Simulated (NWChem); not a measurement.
Species: Si2H3ClF2; SMILES F[Si]([SiH3])(Cl)F

Results from NWChem. The level has its own optimisation; frequencies are unscaled.

Q: What does the run give for PBE-D3(BJ)/def2-SVP? Quantities: r F–Si (Å); r Si–Si (Å); r Cl–Si (Å); r H–Si (Å); highest harmonic frequency (cm⁻¹); lowest (cm⁻¹); zero-point energy (kcal/mol); dipole (D).

A: 
```
Property                           Result
---------------------------------  ------
r F–Si (Å)                          1.628
r Si–Si (Å)                         2.335
r Cl–Si (Å)                         2.062
r H–Si (Å)                          1.502
highest harmonic frequency (cm⁻¹)    2192
lowest (cm⁻¹)                         101
zero-point energy (kcal/mol)         20.1
dipole (D)                           1.83
```
